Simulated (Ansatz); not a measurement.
`NB[SiH2][SeH]` + SiH₄ → `NB[SiH2][SiH3]` + H₂Se  (formal exchange of groups at the Si–Se bond)

Computed with Ansatz on PBE0-D4/def2-TZVP structures; ΔE is electronic, products minus reactants. CBS: MP2 limit from def2 TZ/QZ plus the TZ coupled-cluster correction, frozen cores. This one scheme is used for every species. Functionals use def2-TZVPP. B3LYP here is the variant with VWN-RPA as its local correlation; programs differ in this. For Se outer-core shells are correlated without core-valence functions, which leaves a few kJ/mol of doubt a bond. Scalar relativity is left out up to krypton. Each species was taken in one conformer, which may not be the lowest.

```json
{"level": "B3LYP-D4", "ΔE (kJ/mol)": "55.8"}
{"level": "PBE", "ΔE (kJ/mol)": "45.7"}
{"level": "r2SCAN", "ΔE (kJ/mol)": "52.8"}
{"level": "HF/def2-TZVPP", "ΔE (kJ/mol)": "67.6"}
{"level": "MP2/def2-TZVPP", "ΔE (kJ/mol)": "65.0"}
{"level": "HF/def2-QZVPP", "ΔE (kJ/mol)": "67.7"}
{"level": "MP2/CBS(def2)", "ΔE (kJ/mol)": "68.3"}
{"level": "CCSD/CBS(def2)", "ΔE (kJ/mol)": "59.5"}
```

Question: What does CCSD(T)/CBS give? (An estimate is asked.)

Answer: Ansatz gave: +58.6 kJ/mol. The listed levels differ from it by -2.8, -12.9, -5.8, 9.0, 6.4, 9.1, 9.7, 0.9 kJ/mol.

Largest T1 diagnostic among the species: 0.014.

From PBE to PBE0 (25 % exact exchange), in def2-TZVPP and without D4, ΔE moves by +3.9 kJ/mol.
